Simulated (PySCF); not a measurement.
**RhH₂⁺: from structure and modes to constants**

All numbers come from UPBE0/[Rh def2-TZVP with ECP28, H def2-TZVP], scalar-relativistic core potentials, density fitting, no spin–orbit coupling, PySCF.

The triplet minimum has C2v symmetry. Masses (u): Rh 102.90550, H 1.00782.

```xyz
3
charge 1 multiplicity 3, angstrom
Rh    0.0000    0.0000   -0.0332
H     0.4114    0.0000    1.6947
H    -0.4114    0.0000    1.6947
```

Harmonic wavenumbers (cm⁻¹): 931.9 (a1, ×1), 1438.4 (b2, ×1), 3366.5 (a1, ×1).

(1) What is the harmonic zero-point energy?

(2) Find the vibrational entropy and heat capacity at 298.15 K.

(3) Give the standard entropy (298.15 K, 1 bar) by its translational, rotational, vibrational and spin parts, and Cp.

## Answers

(1) Half the sum of all 3 wavenumbers, 5737/2 = 2868 cm⁻¹, which is 34.3 kJ/mol (1 cm⁻¹ = 0.0119627 kJ/mol).

(2) With u = 1.43878 ω/T, each mode gives S = R[u/(eᵘ−1) − ln(1−e⁻ᵘ)] and C = R u² eᵘ/(eᵘ−1)².
```tsv
ω (cm⁻¹)	u	S (J/(mol K))	C (J/(mol K))
931.9	4.497	0.51	1.92
1438.4	6.941	0.06	0.39
3366.5	16.245	0.00	0.00
```
The sums over all modes are S = 0.6 and C = 2.3 J/(mol K); the softest mode gives 89 % of the entropy.

(3) Sackur–Tetrode with M = 104.92 u gives 166.9; rotation with symmetry number 2 gives 53.3; vibration 0.6; spin R ln 3 = 9.1. The total is 229.9 J/(mol K), and Cp = 4 R + 2.3 = 35.6 J/(mol K).

This need not be the most stable arrangement of these atoms. Open d and f shells are described by one determinant, and the ground state may have another occupation or spin.
